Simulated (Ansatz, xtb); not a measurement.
Molecule: TiH, net charge 0, quartet state. The spin state was set by rule; other spins were not relaxed. SMILES: [TiH]
Geometry from a B3LYP-D3(BJ)/def2-TZVP (Ansatz, a first-principles code) optimisation:
```xyz
2

Ti     0.0000     0.0000    -0.0766
H      0.0000     0.0000     1.6849
```
Charge 0, spin multiplicity 4.

Harmonic wavenumbers from GFN2-xTB (xtb, at its own minimum), cm⁻¹: 1624.

**Question.** Give the harmonic wavenumbers at B3LYP-D3(BJ)/def2-TZVP (Ansatz, finite differences of forces, unscaled).

**Answer.** 1563 cm⁻¹. Zero-point energy 2.2 kcal/mol.

**Question.** From these and the geometry, give the ideal-gas thermochemistry at 298.15 K and 1 atm (rigid rotor, harmonic oscillator).

**Answer.** Point group C∞v, rotational symmetry number 1. Rotational constants 165, 165 GHz. S(trans) 37.58, S(rot) 9.20, S(vib) 0.01, S(elec, spin only) 2.75, S 49.5 cal/(mol K). H(298) - H(0) 2.08 kcal/mol; G - E(el) -10.5 kcal/mol.
